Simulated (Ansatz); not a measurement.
The first iterations of a band of CH6BGeI (10 atoms, charge 0, multiplicity 1).

Theory: Ansatz, RKS B3LYP/def2-SVP.

```yaml
movable_images: 7
climbing_image: yes
spring: 5.0 eV/Å²
optimiser: quadratic models (default)
start_path: IDPP
force_threshold: 0.05 eV/Å
iteration_limit: 39
end_points: relaxed
```

Image 0:

```xyz
10
Properties=species:S:1:pos:R:3
C -0.425 1.381 -0.671
B -0.533 -0.154 -0.403
Ge 0.777 -1.151 0.876
I -2.085 -1.303 -1.365
H 0.597 1.623 -1.019
H -0.532 1.918 0.292
H -1.152 1.794 -1.385
H 0.496 -2.661 1.000
H 0.707 -0.529 2.293
H 2.235 -0.969 0.386
```

Image 8:

```xyz
10
Properties=species:S:1:pos:R:3
C -0.403 1.427 -0.639
B -0.508 -0.111 -0.406
Ge 0.759 -1.176 0.861
I -2.035 -1.254 -1.421
H 0.623 1.675 -0.972
H -0.511 1.942 0.336
H -1.123 1.858 -1.348
H 1.806 -0.261 1.541
H 1.522 -2.268 0.078
H -0.046 -1.883 1.974
```

| iteration | highest image above the first end (eV) | largest band force component (eV/Å) |
| --- | --- | --- |
| 1 | 0.168 | 0.978 |
| 2 | 0.076 | 0.586 |

**Question.** Does the band converge within its limit, and where does its top end?

**Answer.** The run converged. It ended after 5 iterations with the highest image 0.000 eV above the first end. The highest image is an end point: on this band no image between the ends rises above it. Between wells the path still climbs a hump at image 5, 0.01 eV above the well before it.

Run time: 2.5 min on 2 threads of Arm Neoverse V2, on a shared host, peak memory 0.31 GiB.
